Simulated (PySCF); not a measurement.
Stepwise substitution at one centre (Ga CH3-OH). Gas-phase values, no solvent. One relaxed conformer stands for each flexible species; it need not be the lowest. Strings in code marks are SMILES.

Level of theory: PySCF 2.14.0 with M06-2X/def2-TZVP. All candidates: neutral, multiplicity 1. Delta-SCF ions had no search for a lower state. Excitations are Tamm–Dancoff values on a coarser integration grid. The basis has no diffuse functions, so Rydberg states are missing or too high.

The brightest of the four lowest singlets (TDA) is 7.16 eV and the vertical ionisation energy (Delta-SCF) comes out as 10.00 eV. The HOMO is -8.88 eV.

Task: Name which member has these values.
A. `[CH3][Ga]([OH])[OH]` (O–Ga–O–H torsion 180°, O–Ga–O–H torsion 0°)
B. `[CH3][Ga]([CH3])[OH]` (C–Ga–O–H torsion 180°)
C. `[OH][Ga]([OH])[OH]`
D. `[CH3][Ga]([CH3])[CH3]`

Result: B, `[CH3][Ga]([CH3])[OH]` (C–Ga–O–H torsion 180°). The others give `[CH3][Ga]([CH3])[CH3]`: 7.12 eV, 9.61 eV, -8.56 eV; `[OH][Ga]([OH])[OH]`: 7.70 eV, 11.89 eV, -10.75 eV; `[CH3][Ga]([OH])[OH]` (O–Ga–O–H torsion 180°, O–Ga–O–H torsion 0°): 7.47 eV, 11.08 eV, -9.91 eV
